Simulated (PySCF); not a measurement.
## How methods differ on the ionisation energy of Si⁺

Si⁺ [Ne] 3s2 3p1 (2P) → Si²⁺ [Ne] 3s2 (1S), as a difference of total energies. Computed with PySCF 2.14 in aug-cc-pCVTZ-DK with one added diffuse shell each of s, p, d, f type (9s8p6d4f, 91 functions), with scalar relativity by spin-free X2C-1e. Correlated levels: valence: [Ne] frozen. The calculations carry no spin-orbit coupling.

```
           method  ionisation energy (eV)
              UHF                  15.818
    MP2 (valence)                  16.086
SCS-MP2 (valence)                  16.074
   CCSD (valence)                  16.202
CCSD(T) (valence)                  16.232
```

Question: How much does correlation contribute at CCSD(T) (valence)?

Answer: 16.232 − (15.818) = 0.414 eV, measured against UHF.

Errors of the correlated levels include the incompleteness of this basis and the frozen core.

For comparison: 16.322 eV (measured; NIST levels, between the centres of gravity of the two terms).
